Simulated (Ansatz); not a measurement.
Coupled-cluster diagnostics for the cluster Mg2Se⁺ (the lowest doublet isomer of a short search), Ansatz.

Geometry of the doublet (r2SCAN-D4/def2-TZVP):

```xyz
3

Mg   -1.102    0.187    1.780
Mg    1.677   -0.019   -1.267
Se   -0.574   -0.168   -0.513
```

Correlated methods freeze 11 core orbitals; core or outer-core shells of Mg, Se are correlated, in sets that lack core-valence functions. In CCSD on the charge 1 doublet the largest single amplitude is 0.37, so its Hartree–Fock determinant may place the open shell otherwise than the density functionals do. The structure comes from a short search, and lower isomers may exist.

Geometry of the charge 1 quartet (r2SCAN-D4/def2-TZVP):

Cartesian coordinates in Å:
```
Mg -0.496 -0.890 -2.088
Mg -0.335 1.224 1.946
Se 0.832 -0.334 0.142
```

**Question.** Estimate the CCSD(T) correlation energy, the shares of MP2 and (T), T1 and the reference's ⟨S²⟩ for: charge 1, doublet, own geometry in def2-TZVPP; charge 1, quartet, own geometry in def2-TZVPP; and the rough time on 4 threads of Arm Neoverse V1 on a shared host.

**Answer.** 
```json
{"state": "charge 1, doublet, own geometry", "basis": "def2-TZVPP", "correlation (eV)": "-17.848", "MP2 share (%)": "94.7", "(T) share (%)": "2.7", "T1": "0.047", "⟨S²⟩ (pure)": "0.77 (0.75)", "wall time": "19 s", "remarks": "large T1 (0.047)"}
{"state": "charge 1, quartet, own geometry", "basis": "def2-TZVPP", "correlation (eV)": "-16.681", "MP2 share (%)": "94.4", "(T) share (%)": "2.0", "T1": "0.010", "⟨S²⟩ (pure)": "3.77 (3.75)", "wall time": "11 s", "remarks": "–"}
```
Customary marks for T1 are 0.02 (closed shells), 0.045 (open shells) and about 0.05 (3d metals). T1 exceeds 0.02 in 1 of 2 rows and 0.045 in 1; the higher it lies, the less the single-reference result can be trusted.
